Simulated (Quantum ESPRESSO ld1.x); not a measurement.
The numbers below are computed, except where a source is named.
All-electron atom: Zn I in [Ar] 3d10 4s1 5d1 (not the ground configuration). Level of theory: scalar-relativistic Kohn-Sham, revPBE, spin-unpolarised, spherical densities, point nucleus (ld1.x of Quantum ESPRESSO 7.5).

X-ray form factor f0, the Fourier transform of the density (f0(0) = 30):

sin(theta)/lambda (1/angstrom),f0 (electrons)
0.05,28.673
0.1,27.492
0.15,25.958
0.2,24.228
0.25,22.442
0.3,20.678
0.4,17.385
0.5,14.550
0.6,12.250
0.8,9.137
1,7.434
1.25,6.268
1.5,5.464
2,4.053
